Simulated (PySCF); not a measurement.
# Partial charges of `C=C[Si@@H]1C=CC(F)=C1`

Compound: C6H7FSi.
Cartesian coordinates in Å at the GFN2-xTB level; atoms count from 1:
```xyz
15
C6H7FSi angstrom
C      2.4458   -0.0046   -0.7854
C      1.7961   -0.9065   -0.0656
Si     0.1655   -0.6070    0.8273
C     -1.3617   -1.0745   -0.1925
C     -2.0872    0.0232   -0.4240
C     -1.5415    1.2483    0.1388
F     -2.2364    2.3887   -0.0625
C     -0.3953    1.1908    0.8174
H      2.0712    0.9983   -0.9084
H      3.3795   -0.2230   -1.2816
H      2.2206   -1.8982    0.0272
H      0.1532   -1.2098    2.1645
H     -1.6581   -2.0435   -0.5563
H     -3.0126    0.0654   -0.9790
H      0.0564    2.0605    1.2584
```

Density: PBE0/pcSseg-1 (PySCF); schemes: Mulliken, IAO, Hirshfeld and ESP-fitted. Geometry: GFN2-xTB, one conformer, isolated molecule.

Question: Which atoms carry the lowest charge in the Mulliken, IAO, Hirshfeld and ESP-fitted schemes?

Answer: The schemes don't all agree: Mulliken C2 (-0.498); IAO C8 (-0.517); Hirshfeld C8 (-0.182); ESP-fitted C8 (-0.621).

Question: Do the Mulliken, IAO, Hirshfeld and ESP-fitted schemes agree on where the charge is highest?

Answer: All schemes agree: Mulliken Si3 (+0.986); IAO Si3 (+0.910); Hirshfeld Si3 (+0.361); ESP-fitted Si3 (+0.646).

Question: What partial charge does each atom carry?

Answer: In e:

```tsv
atom	environment	Mulliken	IAO	Hirshfeld	ESP-fitted
C1	terminal =CH2 carbon	-0.142	-0.265	-0.075	-0.307
C2	alkene CH carbon	-0.498	-0.424	-0.137	-0.289
Si3	SiH silicon	+0.986	+0.910	+0.361	+0.646
C4	alkene CH carbon	-0.377	-0.418	-0.134	-0.443
C5	alkene CH carbon	-0.143	-0.160	-0.051	-0.136
C6	vinylic C–F carbon	+0.277	+0.303	+0.089	+0.419
F7	vinyl fluorine	-0.275	-0.269	-0.088	-0.211
C8	alkene CH carbon	-0.482	-0.517	-0.182	-0.621
H9	vinylic hydrogen	+0.127	+0.151	+0.045	+0.169
H10	vinylic hydrogen	+0.122	+0.153	+0.051	+0.161
H11	vinylic hydrogen	+0.130	+0.154	+0.043	+0.149
H12	Si–H hydrogen	-0.069	-0.114	-0.070	-0.114
H13	vinylic hydrogen	+0.115	+0.161	+0.047	+0.194
H14	vinylic hydrogen	+0.109	+0.163	+0.056	+0.152
H15	vinylic hydrogen	+0.120	+0.170	+0.046	+0.229
```

Mean size of the charges over all atoms: IAO 0.289 e, ESP-fitted 0.283 e, Mulliken 0.265 e, Hirshfeld 0.099 e. Each set sums to the total charge, 0, to within 0.001 e. The Hirshfeld scheme weights the molecular density at each point by an atom's share of the summed free-atom densities.

Question: How closely do the schemes follow one another over all atoms?

Answer: Correlation coefficient and root-mean-square difference: IAO with Hirshfeld 0.99, 0.228 e; Mulliken with Hirshfeld 0.99, 0.229 e; Mulliken with IAO 0.99, 0.053 e; IAO with ESP-fitted 0.97, 0.091 e; Hirshfeld with ESP-fitted 0.94, 0.213 e; Mulliken with ESP-fitted 0.93, 0.132 e.

Question: How many electrons does the ESP-fitted scheme count on F7?

Answer: Z − q = 9 − (-0.211) = 9.211.

Question: Sum the charges by element, for elements with more than one atom.

Answer: 
```
element  atoms  Mulliken     IAO  Hirshfeld  ESP-fitted
      C      6    -1.366  -1.481     -0.491      -1.376
      H      7    +0.655  +0.839     +0.218      +0.941
```
